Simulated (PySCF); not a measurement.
Os²⁺: excitation energy

Os²⁺ [Xe] 4f14 5d6 (5D) → Os²⁺ [Xe] 4f14 5d5 6s1 (7S), as a difference of total energies. All numbers are calculated (PySCF 2.14, scalar relativity by spin-free X2C-1e, in x2c-TZVPPall with one added diffuse shell each of s, p, d, f type (12s8p8d4f1g, 113 functions)). Correlated levels: valence: [Xe] 4f14 frozen. The calculations carry no spin-orbit coupling.

```tsv
method	excitation energy (eV)
UHF	-0.519
MP2 (valence)	0.060
SCS-MP2 (valence)	0.649
CCSD (valence)	0.094
CCSD(T) (valence)	0.134
```

How much does correlation contribute at CCSD(T) (valence)?

0.134 − (-0.519) = 0.653 eV, measured against UHF.

A first-order spin-orbit estimate (lowest level to lowest level, LS coupling) adds 0.460 eV.
